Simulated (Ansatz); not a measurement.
Start from `[SiH3]O[SiH2]BS` and change one atom or group to get `[SiH3]N[SiH2]O[SiH3]`.

Ansatz, PBE0-D4/def2-TZVP geometries, multiplicity 1. Each molecule was computed in one conformer, which needn't be the lowest.

| property | `[SiH3]O[SiH2]BS` |
| --- | --- |
| LUMO energy (ωB97M-V/def2-TZVPP) / eV | 0.18 |
| HOMO energy (PBE0/def2-TZVPP) / eV | -8.05 |
| HOMO–LUMO gap (PBE0/def2-TZVPP) / eV | 6.24 |
| HOMO–LUMO gap (B3LYP/def2-TZVPP) / eV | 5.90 |
| HOMO energy (PBE/def2-TZVPP) / eV | -6.82 |
| size of the dipole moment (PBE/def2-TZVPP) / D | 0.59 |

Give the same properties after the change, and the shifts. (Best estimate.)

Ansatz gave: 
```csv
property,`[SiH3]N[SiH2]O[SiH3]`,shift
LUMO energy (ωB97M-V/def2-TZVPP) / eV,1.55,1.37
HOMO energy (PBE0/def2-TZVPP) / eV,-7.88,0.17
HOMO–LUMO gap (PBE0/def2-TZVPP) / eV,7.83,1.59
HOMO–LUMO gap (B3LYP/def2-TZVPP) / eV,7.38,1.48
HOMO energy (PBE/def2-TZVPP) / eV,-6.53,0.29
size of the dipole moment (PBE/def2-TZVPP) / D,1.05,0.46
```

With PBE0 the HOMO rises by 0.17 eV and the LUMO rises by 1.77 eV, so the gap widens by about 1.60 eV. PBE moves the HOMO by 0.29 eV and ωB97M-V by -0.01 eV. Dipoles are sizes alone; their direction can turn.

B3LYP here is the variant with VWN-RPA as its local correlation; programs differ in this.
